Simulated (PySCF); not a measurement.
Worked example: chemical shift, span and skew from a shielding tensor

Be(NH2)(SeH) (BeH3NSe), SMILES [NH2][Be][SeH]. Atoms are numbered in the order given.

```xyz
6

Be     0.0063     1.1857     0.0000
N      0.0021     2.6821     0.0000
H     -0.0015     3.2594     0.8247
H     -0.0015     3.2594    -0.8247
Se    -0.0430    -0.8564     0.0000
H      1.4251    -0.9206     0.0000
```
Charge 0, spin multiplicity 1.

The structure is a stationary point at PBE0-D3(BJ)/def2-TZVP. The values are those of a single conformer.

GIAO shieldings from KT2/pcSseg-2 run with PySCF, non-relativistic, no solvent. The symmetric part of the tensor of N2 has the principal values 164.7, 230.5, 282.8 ppm. The same nucleus in NH3 has σ = 261.9 ppm at this level (PySCF, at its B3LYP-D3(BJ)/def2-TZVP geometry).

**Question.** Work out the isotropic shielding, the ¹⁵N shift against NH3, the span and the skew.

**Answer.** 
σ(iso) = (σ11 + σ22 + σ33)/3 = 226.0 ppm. δ = σ(ref) − σ(iso) = 261.9 − (226.0) = 35.9 ppm.
Span Ω = σ33 − σ11 = 118.1 ppm. Skew κ = 3(σ(iso) − σ22)/Ω = -0.11. Tumbling in solution averages the tensor to δ; in a static solid the shielding alone would spread this spin-1/2 line over Ω.
